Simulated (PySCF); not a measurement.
# Core-level binding energies of `C=CC(=O)[SiH3]`

C3H6OSi.
Z-matrix (Å and degrees, GFN2-xTB geometry), rows numbered from 1:
```
C 
C   1  1.3256
C   2  1.4748  1  123.86
O   3  1.2174  2  120.22  1  -174.07
Si  3  1.9265  2  121.16  1     6.17
H   1  1.0781  2  121.76  3    -0.24
H   1  1.0778  2  121.81  3   179.49
H   2  1.0835  1  121.15  3  -179.17
H   5  1.4646  3  108.41  2    54.94
H   5  1.4566  3  106.92  2   175.62
H   5  1.4645  3  108.50  2   -64.34
```

Method used: PySCF 2.14.0, delta-SCF UKS SCAN, pcX-2 on the ionised atom, pcseg-1 elsewhere, spin-free X2C. Binding energies are ΔSCF values: E(core-ionised, relaxed orbitals) − E(ground state) at a fixed geometry, referred to the vacuum level.

What binding energy does each computed site have?

```
atom(s)           environment     level  binding energy (eV)  2p1/2 (eV)  above the level's lowest (eV)  count
    Si5          SiH3 silicon     Si 1s              1846.55           –                           0.00      1
     O4       carbonyl oxygen      O 1s               537.45           –                           0.00      1
     C3       carbonyl carbon      C 1s               292.80           –                          +1.76      1
     C1  terminal =CH2 carbon      C 1s               291.10           –                          +0.06      1
     C2      alkene CH carbon      C 1s               291.04           –                           0.00      1
    Si5          SiH3 silicon  Si 2p3/2               106.89      107.51                           0.00      1
```

Lowest listed C 1s: C2, bonded to C (double bond), C and H. Highest, 1.76 eV above it: C3, bonded to O (double bond), C and Si. Summing the Pauling electronegativity differences to the bonded atoms, each weighted by its formal bond order, gives -0.35 for the lowest site and +1.13 for the highest; no listed site has a larger sum than the highest. The smallest sum, -0.70, belongs to C1, 0.06 eV above the lowest.

Which photon wavelength matches the O 1s of O4 threshold?

λ = hc/E = 12398.42 eV Å / 537.45 eV = 23.069 Å.

Which effective nuclear charge Zeff reproduces each element's mean 1s value in the hydrogen-like formula E = 13.606 eV × Zeff²?

C (Z = 6): mean 291.6 eV, Zeff = 4.63, Z − Zeff = 1.37; O (Z = 8): mean 537.4 eV, Zeff = 6.29, Z − Zeff = 1.71; Si (Z = 14): mean 1846.5 eV, Zeff = 11.65, Z − Zeff = 2.35. Means run over the listed sites, weighted by atom count.

The 2p values add to the ΔSCF energy of one spin-free hole a correction within the shell (spin–orbit coupling, ligand field). 2p1/2 minus 2p3/2 (ligand field included): Si 0.62 eV. The structure is a single GFN2-xTB conformer in the gas phase; no vibrational or solvent corrections.

The run took 2.2 min on an Intel Xeon at 2.50 GHz with one thread, shared host, and the process peaked at 0.43 GiB of memory.
